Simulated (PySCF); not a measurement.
Polarisability and C₆ of Co³⁺ (cobalt, charge +3)

[Ar] 3d6, high-spin 5D determinant. Calculation: PySCF 2.14, in aug-cc-pwCVTZ (10s9p7d4f3g, 127 functions); no relativity, point nucleus. Coupled (time-dependent) response in atomic units; α is the mean over directions.

```tsv
method	mean α (bohr³)	α xx, yy, zz	C₆ (like pair)	S(−4)
UHF	1.586	1.645, 1.645, 1.469	3.784	0.7341
PBE	1.848	1.923, 1.923, 1.697	4.468	1.218
```

S(−4) is the Cauchy moment in α(ω) = α(0) + S(−4) ω² + …

α(iu) at PBE:

```json
{"u (hartree)": "0", "α(iu) (bohr³)": "1.848"}
{"u (hartree)": "0.0500", "α(iu) (bohr³)": "1.845"}
{"u (hartree)": "0.100", "α(iu) (bohr³)": "1.836"}
{"u (hartree)": "0.200", "α(iu) (bohr³)": "1.802"}
{"u (hartree)": "0.300", "α(iu) (bohr³)": "1.750"}
{"u (hartree)": "0.500", "α(iu) (bohr³)": "1.616"}
{"u (hartree)": "0.750", "α(iu) (bohr³)": "1.436"}
{"u (hartree)": "1.00", "α(iu) (bohr³)": "1.272"}
{"u (hartree)": "1.50", "α(iu) (bohr³)": "1.007"}
{"u (hartree)": "2.00", "α(iu) (bohr³)": "0.8115"}
{"u (hartree)": "3.00", "α(iu) (bohr³)": "0.5536"}
{"u (hartree)": "5.00", "α(iu) (bohr³)": "0.3003"}
```

A single London oscillator, α(iu) = α/(1 + u²/ω²), gives C₆ = (3/4) ω α². Matching the computed C₆ needs ω = 4 × 4.468 / (3 × 1.848²) = 1.74 hartree.

For an ion, C₆ is the dispersion term alone; charge-induced terms of lower order in 1/R come first.

The components differ because the open shell of this determinant is not spherical; for a pure term their mean is the scalar polarisability.
